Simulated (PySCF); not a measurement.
Compound: pentafluorobenzonitrile, C₇F₅N.
Atom-mapped SMILES: `[N:1]#[C:2][c:3]1[c:4]([F:5])[c:6]([F:7])[c:8]([F:9])[c:10]([F:11])[c:12]1[F:13]`

Method used: PySCF, PBE0-D3(BJ)/def2-SVP geometry optimisation, gas phase.

Problem. List the bond lengths and angles at this level.

Solution. 
| bond | length (bohr) | order |
| --- | --- | --- |
| N1≡C2 | 2.189 | triple |
| C2–C3 | 2.691 | single |
| C3–C4, C3–C12 | 2.650 | aromatic |
| C4–F5, C12–F13 | 2.484 | single |
| C4–C6, C10–C12 | 2.628 | aromatic |
| C6–F7, C10–F11 | 2.489 | single |
| C6–C8, C8–C10 | 2.637 | aromatic |
| C8–F9 | 2.482 | single |

Bonds in one row agree within 0.02 bohr and their mean is given. Orders are formal, as drawn. A selection of angles:
| angle | degrees |
| --- | --- |
| N1–C2–C3 | 179.9 |
| C2–C3–C4 | 120.5 |
| C4–C3–C12 | 118.9 |
| C3–C4–F5 | 120.0 |
| C3–C4–C6 | 120.8 |
| F5–C4–C6 | 119.2 |
| C4–C6–F7 | 120.5 |
| C4–C6–C8 | 119.5 |
| F7–C6–C8 | 120.1 |
| C6–C8–F9 | 119.7 |
| C6–C8–C10 | 120.6 |

The 13 heavy atoms lie in one plane (0.003 Å rms). All 5 C–F bonds measure 1.313 to 1.317 Å. The 6-membered ring C3–C4–C6–C8–C10–C12 has internal angles of 118.9° to 120.8° (sum 720°, against 720° for a flat polygon); it is planar, 0.00 Å rms from its mean plane, widest ring torsion 0°. The C–C distances run from 1.390 Å (C4–C6, aromatic) to 1.424 Å (C2–C3, drawn single), a spread of 0.034 Å.

Point group: C2v (every atom within 0.08 Å of its image). PBE0-D3(BJ)/def2-SVP frequencies: not computed here.
